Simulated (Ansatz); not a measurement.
Relaxation of BH₆N₃ (10 atoms, charge 0, multiplicity 1), to a largest force component of 0.02 eV/Å in at most 40 steps.

Theory: RKS BHLYP/def2-SVP in Ansatz 0.2.0.

```xyz
10
Properties=species:S:1:pos:R:3
B 0.000 0.000 0.000
N 0.000 0.000 1.550
H -0.877 -0.271 2.080
H 0.877 0.271 2.080
N 1.342 0.000 -0.775
H 1.809 -0.918 -1.027
H 1.794 0.918 -1.053
N -1.342 0.000 -0.775
H -2.011 -0.816 -0.676
H -1.591 0.816 -1.404
```

Task: Where does it end, and by what steps?

Result: The forces met the threshold. The force dipped under the threshold on the way, but the program's further checks kept it going. After 13 steps the energy has fallen by 2.420 eV; H6 moved furthest, 1.33 Å.

```
step  energy less start (eV)  largest force component (eV/Å)  accepted
   0                  0.0000                           2.599       yes
   1                 -1.2657                           1.182       yes
   2                 -1.6648                           0.852       yes
   3                 -1.9035                           0.724       yes
   4                 -2.0590                           0.730       yes
   5                 -2.1878                           0.619       yes
   6                 -2.3013                           0.451       yes
   7                 -2.3608                           0.442       yes
   8                 -2.4039                           0.474       yes
   9                 -2.4172                           0.038       yes
  10                 -2.4189                           0.011       yes
  11                 -2.4193                           0.072       yes
  12                 -2.4194                           0.029       yes
  13                 -2.4197                           0.005       yes
```

```xyz
10
Properties=species:S:1:pos:R:3
B 0.001 -0.002 0.001
N -0.016 0.118 1.421
H -0.840 -0.044 1.967
H 0.823 0.124 1.971
N 1.235 0.096 -0.706
H 1.289 0.097 -1.706
H 2.093 0.363 -0.264
N -1.212 -0.222 -0.711
H -2.106 -0.292 -0.263
H -1.267 -0.237 -1.711
```

Whether the end is a true minimum wasn't checked by a vibrational analysis.

The run took 24 s on 2 threads of Arm Neoverse V1, on a shared host, peak memory 0.16 GiB.
